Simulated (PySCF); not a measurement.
B3LYP has the VWN-RPA correlation part, as in Gaussian. 

## [Mo(F)3(CH3)3] (charge 0, multiplicity 1)

Calculation: B3LYP-D3(BJ)/def2-TZVP // BP86-D3(BJ)/def2-SVP run with PySCF 2.14.0.

```
Quantity                                               Result
-------------------------------------  ----------------------
HOMO                                                 -8.41 eV
dipole moment                                          3.40 D
HOMO–LUMO gap                                         4.62 eV
LUMO                                                 -3.79 eV
charge on the central atom (Mulliken)                  1.43 e
total energy                                     -487.7833 Ha
cost                                   roughly 5 core-minutes
```

Bonded distances (Å): Mo1–F2 1.870, Mo1–F3 1.870, Mo1–F4 1.870, Mo1–C5 2.160, Mo1–C9 2.161, Mo1–C13 2.160, C5–H6 1.102, C5–H7 1.112, C5–H8 1.112, C9–H10 1.102, C9–H11 1.112, C9–H12 1.112, C13–H14 1.102, C13–H15 1.112, C13–H16 1.112. Bond angles (°): F2–Mo1–F3 94.2, F2–Mo1–F4 94.2, F2–Mo1–C5 76.0, F2–Mo1–C9 133.3, F2–Mo1–C13 131.5, F3–Mo1–F4 94.2, F3–Mo1–C5 133.3, F3–Mo1–C9 131.6, F3–Mo1–C13 76.0, F4–Mo1–C5 131.5, F4–Mo1–C9 76.1, F4–Mo1–C13 133.3, C5–Mo1–C9 77.3, C5–Mo1–C13 77.4, C9–Mo1–C13 77.3, Mo1–C5–H6 119.2, Mo1–C5–H7 103.1, Mo1–C5–H8 104.4, H6–C5–H7 110.5, H6–C5–H8 110.8, H7–C5–H8 108.1, Mo1–C9–H10 119.1, Mo1–C9–H11 103.2, Mo1–C9–H12 104.4, H10–C9–H11 110.5, H10–C9–H12 110.7, H11–C9–H12 108.1, Mo1–C13–H14 119.2, Mo1–C13–H15 103.1, Mo1–C13–H16 104.4, H14–C13–H15 110.6, H14–C13–H16 110.7, H15–C13–H16 108.1.
